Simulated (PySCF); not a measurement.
Electron correlation in B⁺ (boron, charge +1)

[He] 2s1 3d1, high-spin 3D determinant (an excited configuration). Calculation: PySCF 2.14, in aug-cc-pVDZ-DK (4s3p2d, 23 functions); scalar relativity by spin-free X2C-1e. Frozen: 1s2; 2 electrons correlated.

Total MP2 correlation energy: -1.58 mhartree.

Same-spin part -1.58 and opposite-spin part 0.00 mhartree; SCS-MP2 scales them by 1/3 and 6/5 to -0.53 mhartree.
